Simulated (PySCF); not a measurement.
## Removing the step error of a finite difference

System: CH$_{5}$BBrNO (SMILES COB(N)Br), singlet, at a GFN2-xTB geometry. Level: PySCF with HF/6-31G, polarisability. Sums are taken with unrounded values, so a last digit can differ.

Second differences of the energy in a field along z gave a polarisability along z of 36.002 bohr³ at step 0.005 and 36.043 bohr³ at step 0.02 (atomic units).

Q: Extrapolate to zero step.

A: The leading error of a symmetric difference goes as h², so A(h) = A0 + c h². Then c = (36.043 - (36.002))/(0.02² - 0.005²) = 111 (atomic units) and A0 = 36.002 - c × 0.005² = 35.999 bohr³. The analytic value from the same program and level is 35.999 bohr³: the smaller step missed it by 0.003, the extrapolation by 0.000.
